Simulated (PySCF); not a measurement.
CH8Si2, charge -1, doublet, geometry from GFN2-xTB (a state made from the parent by changing its charge; the spin is typed, not shown lowest) (in this run its highest filled SCF level lies above zero, so its values depend strongly on the basis, on diffuse functions most of all); REVPBE/STO-3G (PySCF).

Input for PySCF:
```python
from pyscf import gto, scf, dft

mol = gto.M(
    atom='''
Si    1.321840    0.747185    0.018550
C     0.304305   -0.862948   -0.159684
Si   -1.465487   -0.310137    0.061533
H     2.814673    0.601153   -0.117312
H     1.104940    1.227750   -1.425940
H     1.330131    0.755330    1.556211
H     0.581245   -1.604765    0.591803
H     0.450860   -1.331236   -1.134849
H    -1.867257    0.585291   -1.042259
H    -1.680308    0.193099    1.433456
H    -2.549051   -1.367595   -0.024162
''',
    basis='sto-3g',
    charge=-1,
    spin=1,
    verbose=4,
)

mf = dft.UKS(mol)
mf.xc = 'revpbe'
mf.kernel()
```

Task: Write the output that PySCF gives for this input, abridged.

Result: 
```
PySCF version 2.14.0

[INPUT] verbose = 4
[INPUT] num. atoms = 11
[INPUT] num. electrons = 43
[INPUT] charge = -1
[INPUT] spin (= nelec alpha-beta = 2S) = 1
[INPUT] symmetry False subgroup None
[INPUT] Mole.unit = angstrom
[INPUT] Symbol           X                Y                Z      unit          X                Y                Z       unit  Magmom
[INPUT]  1 Si     1.321840000000   0.747185000000   0.018550000000 AA    2.497915580495   1.411975014383   0.035054419611 Bohr   0.0
[INPUT]  2 C      0.304305000000  -0.862948000000  -0.159684000000 AA    0.575053108336  -1.630735379741  -0.301759026475 Bohr   0.0
[INPUT]  3 Si    -1.465487000000  -0.310137000000   0.061533000000 AA   -2.769369069110  -0.586073991094   0.116280517623 Bohr   0.0
[INPUT]  4 H      2.814673000000   0.601153000000  -0.117312000000 AA    5.318961100208   1.136014528961  -0.221687551125 Bohr   0.0
[INPUT]  5 H      1.104940000000   1.227750000000  -1.425940000000 AA    2.088033984077   2.320111249435  -2.694636070062 Bohr   0.0
[INPUT]  6 H      1.330131000000   0.755330000000   1.556211000000 AA    2.513583299794   1.427366833668   2.940812582036 Bohr   0.0
[INPUT]  7 H      0.581245000000  -1.604765000000   0.591803000000 AA    1.098393861273  -3.032566344288   1.118345589696 Bohr   0.0
[INPUT]  8 H      0.450860000000  -1.331236000000  -1.134849000000 AA    0.852001920521  -2.515671447161  -2.144553802737 Bohr   0.0
[INPUT]  9 H     -1.867257000000   0.585291000000  -1.042259000000 AA   -3.528604334177   1.106039693173  -1.969584060863 Bohr   0.0
[INPUT] 10 H     -1.680308000000   0.193099000000   1.433456000000 AA   -3.175321924916   0.364904224927   2.708839251615 Bohr   0.0
[INPUT] 11 H     -2.549051000000  -1.367595000000  -0.024162000000 AA   -4.817008267549  -2.584379999325  -0.045659562622 Bohr   0.0

nuclear repulsion = 152.872024367974
number of shells = 21
number of NR pGTOs = 93
number of NR cGTOs = 31
basis = sto-3g
ecp = {}

******** <class 'pyscf.dft.uks.UKS'> ********
method = UKS
initial guess = minao
damping factor = 0
level_shift factor = 0
DIIS = <class 'pyscf.scf.diis.CDIIS'>
diis_start_cycle = 1
diis_space = 8
diis_damp = 0
SCF conv_tol = 1e-09
SCF conv_tol_grad = None
SCF max_cycles = 50
direct_scf = True
direct_scf_tol = 1e-13
number electrons alpha = 22  beta = 21
XC library pyscf.dft.libxc version 7.1.2
    S. Lehtola, C. Steigemann, M. J. T. Oliveira, and M. A. L. Marques,  SoftwareX 7, 1–5 (2018)
XC functionals = revpbe
    Y. Zhang and W. Yang,  Phys. Rev. Lett. 80, 890 (1998)
    J. P. Perdew, K. Burke, and M. Ernzerhof,  Phys. Rev. Lett. 77, 3865 (1996)
    J. P. Perdew, K. Burke, and M. Ernzerhof,  Phys. Rev. Lett. 78, 1396 (1997)
radial grids:
    Treutler-Ahlrichs [JCP 102, 346 (1995); DOI:10.1063/1.469408] (M4) radial grids

becke partition: Becke, JCP 88, 2547 (1988); DOI:10.1063/1.454033
pruning grids: <function nwchem_prune>
grids dens level: 3
symmetrized grids: False
atomic radii adjust function: <function treutler_atomic_radii_adjust>
small_rho_cutoff = 0
Set gradient conv threshold to 3.16228e-05
tot grids = 130944
init E= -614.023666812635

cycle= 1 E= -614.258061335298  delta_E= -0.234  |g|= 0.266  |ddm|= 2.82
cycle= 2 E= -614.195082161048  delta_E= 0.063  |g|= 0.377  |ddm|= 1.74
cycle= 3 E= -614.308710622993  delta_E= -0.114  |g|= 0.0286  |ddm|= 1.29
cycle= 4 E= -614.30983765513  delta_E= -0.00113  |g|= 0.012  |ddm|= 0.229
cycle= 5 E= -614.309990463074  delta_E= -0.000153  |g|= 0.00245  |ddm|= 0.0611
cycle= 6 E= -614.30999649543  delta_E= -6.03e-06  |g|= 0.000519  |ddm|= 0.00902
cycle= 7 E= -614.309996747094  delta_E= -2.52e-07  |g|= 0.000159  |ddm|= 0.00168
cycle= 8 E= -614.309996776257  delta_E= -2.92e-08  |g|= 2.42e-05  |ddm|= 0.000479
cycle= 9 E= -614.309996777096  delta_E= -8.39e-10  |g|= 8.58e-06  |ddm|= 0.000135
Extra cycle  E= -614.309996777143  delta_E= -4.71e-11  |g|= 7.46e-06  |ddm|= 8.29e-05
converged SCF energy = -614.309996777143  <S^2> = 0.7517327  2S+1 = 2.001732
```
